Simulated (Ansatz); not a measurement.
Constitutional and geometric isomers with formula CH3B2N. All species are isolated molecules in the gas phase. One relaxed conformer stands for each flexible species; it need not be the lowest. Strings in code marks are SMILES.

Quantity: vertical ionisation energy (energy after one electron is removed minus that of the parent at the parent's geometry), in eV.

A: `B=NB=C`
B: `B=C=BN`
C: `[H]/B=C/N=B`

Put the candidates in order of vertical ionisation energy (energy after one electron is removed minus that of the parent at the parent's geometry), lowest first, for frozen-core CCSD(T)/cc-pVTZ // PBE0-D3(BJ)/def2-TZVP (Ansatz, a first-principles code).

A (8.03 eV), C (8.27 eV), B (8.66 eV)
